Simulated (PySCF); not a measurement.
Two structures of GeH$_{4}$SO, singlet, reached by relaxing down either side of one saddle point (PBE0-D4/def2-TZVP). Energies are electronic, without zero-point energy. PySCF 2.14 with density fitting (its default auxiliary sets; JK sets also for MP2 and CCSD(T)); basis: def2-TZVPP and def2-QZVPP; cores frozen in the correlated methods. Filled d shells of the heavier atoms are correlated. The def2 sets are not built for correlating such inner shells, so the correlated values are less sure here. Extrapolation: Hartree–Fock as exp(−7.88 √X), correlation as X^−2.97. First:

```xyz
7
angstrom
Ge -0.2455 0.3332 0.4194
S 1.8323 0.3269 -0.3594
O -1.2999 -0.6794 -0.5902
H -1.2181 -0.4705 -1.5241
H -0.6749 1.8082 0.3752
H -0.3490 -0.3045 1.8069
H 2.0193 -0.9815 -0.1185
```

Second:

```xyz
7
angstrom
Ge -0.5268 0.2705 0.9576
S 1.1759 0.0173 -1.1137
O -1.7328 -0.6974 0.3949
H 0.1012 0.1807 -1.9051
H -0.5479 1.8142 0.8517
H 0.5331 -0.1914 1.9864
H 0.9632 -1.3078 -1.0315
```

(1) Which bonds change from the first to the second?

(2) Give the saddle point's structure and its height above each. (To be estimated.)

The T1 diagnostic stays at or below 0.020.

## Answers

(1) GeH₄SO ([OH][GeH2][SH]) → GeH₂O ([O][GeH2]) + H₂S (still joined by a long Ge–S bond); bonds formed: S2–H4; bonds broken: O3–H4; bonds weakened to dative contacts: Ge1–S2.

(2) By the calculation: 2.523 eV above the first and 0.113 eV above the second (CCSD(T) at an estimated basis limit (MP2 extrapolated from triple and quadruple zeta, plus CCSD(T) − MP2 in triple zeta)).
```
7
angstrom
Ge -0.5427 0.3000 0.7651
S 1.1829 0.1225 -1.1354
O -1.6250 -0.2522 -0.3785
H -0.1651 -0.1941 -1.4060
H -0.4036 1.7908 1.1407
H 0.0788 -0.6135 1.8459
H 1.4749 -1.1536 -0.8317
```

Labels in which every atom is bracketed show which atoms are joined, not bond orders.

For scale, one of the runs: CCSD(T)/def2-TZVPP, 177 basis functions, launched by `OMP_NUM_THREADS=4 python run.py`. Time: 6.2 min of wall clock on 4 CPU threads of an Arm Neoverse V2; the host was shared. Peak host memory: 1.9 GiB.
